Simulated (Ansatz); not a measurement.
(KSH)2 ring (K₂H₂S₂). Total charge 0; singlet. Geometry PBE0-D4/def2-SVP, basis def2-TZVP, Ansatz.

```
atom    x (Å)    y (Å)    z (Å)
  K1   0.4569  -1.2265  -1.5673
  S2   1.1357   1.6846  -1.1083
  K3   0.3424   1.0226   1.7339
  S4  -0.2787  -1.9031   1.2869
  H5  -0.0327   2.2288  -1.5196
  H6  -1.6235  -1.8063   1.1744
```

```tsv
run	HOMO (eV)	LUMO (eV)
A	-6.32	-0.51
B	-4.39	-1.33
C	-5.48	-0.44
D	-5.33	-0.79
E	-4.83	-0.58
F	-6.60	-0.39
```

Task: The runs used BHLYP, CAM-B3LYP, LDA (SPW92), PBE0, r2SCAN0, r2SCANh. Estimate which is which.

Result: A BHLYP (50 % exact exchange); B LDA (SPW92) (0 % exact exchange); C r2SCAN0 (25 % exact exchange); D PBE0 (25 % exact exchange); E r2SCANh (10 % exact exchange); F CAM-B3LYP (range-separated). Exact exchange lowers occupied and raises empty levels; among semilocal functionals meta-GGAs tend to open the gap a little, and such runs are hard to tell apart. The gap grows from 3.06 eV (LDA (SPW92)) to 6.21 eV (CAM-B3LYP).
